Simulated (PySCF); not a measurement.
Gas-phase reaction: 2 B(OH)3 + 2 B3O3H3 → 2 (HBO2)3 + B2H6. Level: PBE0/def2-TZVP; standard pressure 1 bar.

Method: PySCF energies plus ideal-gas RRHO corrections (1 bar). S°(298 K) at PBE0/def2-TZVP differs from the NASA 1993 table for (HBO2)3 (+10 J/mol/K); whether the harmonic model or the table's entry is off was not settled. All species are closed-shell singlets. The harmonic model lacks anharmonicity and excited electronic states, which grow with temperature; levels with a mode under 35 cm⁻¹ are left out. Internal rotation in B(OH)3, (HBO2)3 is treated as a harmonic vibration of one conformer, which makes the entropy rough.

| T (K) | 1000/T (1/K) | log10 K |
|---|---|---|
| 800 | 1.2500 | 1.11 |
| 1000 | 1.0000 | ? |
| 1200 | 0.8333 | -1.93 |
| 1400 | 0.7143 | -2.77 |
| 1600 | 0.6250 | -3.38 |
| 1800 | 0.5556 | -3.84 |

Problem. Fit log10 K = a + b·(1000/T) to the five rows, get the mean ΔH° and ΔS°, and predict log10 K at 1000 K.

Solution. Means: 1000/T = 0.7956, log10 K = -2.162. Sums of products about the means: Sxy = 2.15548, Sxx = 0.301215, so b = Sxy/Sxx = 7.16 and a = -2.162 − (7.16)×0.7956 = -7.86.
ΔH° = −R ln 10 × 1000 K × b = −19.145 × (7.16) = -137 kJ; ΔS° = R ln 10 × a = -150 J/K. The run's own values go from -142 kJ and -156 J/K at 800 K to -126 kJ and -144 J/K at 1800 K.
Prediction at 1000 K: -7.86 + (7.16)×1.0000 = -0.70. The computed value is -0.73, 0.03 from the line.
For scale, ΔH°(298 K) is -148 kJ at this level, -133 kJ at ωB97M-V/def2-TZVP†, and runs from -211 to 33 kJ over the 18 levels computed († marks an energy on the PBE0/def2-TZVP geometry).
